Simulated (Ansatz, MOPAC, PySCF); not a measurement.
Stepwise substitution at one centre (Sn F-H). All species are isolated molecules in the gas phase. Strings in code marks are SMILES.

Quantity: redistribution energy (mixed species minus the weighted end members), in eV. Semi-empirical values (MOPAC) are differences of heats of formation.

Level 1: M06-2X/def2-TZVP // PBE0-D3(BJ)/def2-TZVP (PySCF)
Level 2: frozen-core MP2/def2-TZVPP // PBE0-D3(BJ)/def2-TZVP (Ansatz, an electronic-structure program)
Level 3: BP86/6-31G* (LANL2DZ on Sn) // PBE0-D3(BJ)/def2-TZVP (PySCF)
Level 4: PM6 // PBE0-D3(BJ)/def2-TZVP (MOPAC)

```tsv
species	level 2	level 3	level 4
3 of 4 F replaced by H: `[F][SnH3]`	-0.052	0.178	-0.087
1 of 4 F replaced by H: `[SnH]([F])([F])[F]`	-0.242	-0.053	-0.212
2 of 4 F replaced by H: `[F][SnH2][F]`	-0.197	0.088	-0.218
```

Problem. What does level 1 give for each?

Solution. 
- 3 of 4 F replaced by H: `[F][SnH3]`: -0.135
- 1 of 4 F replaced by H: `[SnH]([F])([F])[F]`: -0.307
- 2 of 4 F replaced by H: `[F][SnH2][F]`: -0.293
